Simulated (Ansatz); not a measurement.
Input file for C3H7BO2, SMILES `CBOC(C)=O`:

```yaml
crystal:
  periodic: [false, false, false]
  atoms:
    - {symbol: C, position_ang: [-2.059066, -1.347629, 0.172199]}
    - {symbol: B, position_ang: [-1.211057, -0.092714, -0.173409]}
    - {symbol: O, position_ang: [0.156938, -0.174919, -0.049104]}
    - {symbol: C, position_ang: [0.998741, 0.809142, -0.493788]}
    - {symbol: C, position_ang: [2.271679, 0.821314, 0.287867]}
    - {symbol: O, position_ang: [0.732771, 1.520995, -1.412878]}
    - {symbol: H, position_ang: [-1.472646, -2.201605, 0.514502]}
    - {symbol: H, position_ang: [-2.814488, -1.104064, 0.926821]}
    - {symbol: H, position_ang: [-2.629520, -1.648102, -0.715213]}
    - {symbol: H, position_ang: [-1.691070, 0.949078, -0.511902]}
    - {symbol: H, position_ang: [2.940416, 1.583966, -0.102453]}
    - {symbol: H, position_ang: [2.743425, -0.161730, 0.231057]}
    - {symbol: H, position_ang: [2.054374, 1.011467, 1.341199]}
basis:
  gaussian: {orbitals: def2-SVP}
correlation: {method: ccsd_t}
```

```sh
$ ansatz run in.yaml --threads 4 --pin off --events-out ev --progress --plain
```

The program prints (abridged):

```
Functional definition: HF
1202 factors; integrals over basis functions are off by at most 1.4e-3 eV
mean field evaluation 1: about -7939.0966 eV, gradient 4.6e1 eV
mean field evaluation 2: about -7939.2320 eV, gradient 4.6e1 eV
mean field evaluation 4: about -7943.9656 eV, gradient 5.1e0 eV
mean field evaluation 8: about -7944.0619 eV, gradient 5.1e-1 eV
mean field -7944.06377406 eV, -291.9389590169 hartree, gradient 9.0e-6 eV, S^2 0.000000; 0 other end points of the search recorded, 0 dependent functions left out
6 core orbitals not correlated: weight in the atoms' cores, before any rotation towards them, 1.000 or more for the frozen orbitals, at most 0.000 for the correlated occupied ones
reference -7944.06377406 eV, -291.9389590169 hartree; 17, 17 occupied and 96, 96 virtual orbitals, 1202 factors
second order -23.25077375 eV of doubles, -0.00000000 eV of singles
cycle   1  -23.81113989 eV  change   -5.6e-1 eV  update   1.2e-1
cycle   2  -24.45416783 eV  change   -6.4e-1 eV  update   3.6e-2
cycle   3  -24.62676818 eV  change   -1.7e-1 eV  update   2.0e-2
cycle   4  -24.61795168 eV  change    8.8e-3 eV  update   5.2e-3
cycle   5  -24.61662269 eV  change    1.3e-3 eV  update   2.1e-3
cycle   6  -24.61694373 eV  change   -3.2e-4 eV  update   7.0e-4
cycle   7  -24.61649245 eV  change    4.5e-4 eV  update   2.7e-4
cycle   8  -24.61649281 eV  change   -3.7e-7 eV  update   9.4e-5
cycle   9  -24.61654759 eV  change   -5.5e-5 eV  update   4.1e-5
cycle  10  -24.61653719 eV  change    1.0e-5 eV  update   1.6e-5
perturbative correction -0.74493541 eV, -0.0273758714 hartree
Total energy: -7969.42524666 eV, -292.8709759445 hartree
```

Hardware: 4 threads of a server CPU on a shared host. Wall time 18 s, peak host memory 0.75 GiB.

The correlation energy is -25.361 eV, 2.9 % of it from (T); the T1 diagnostic reads 0.0146.
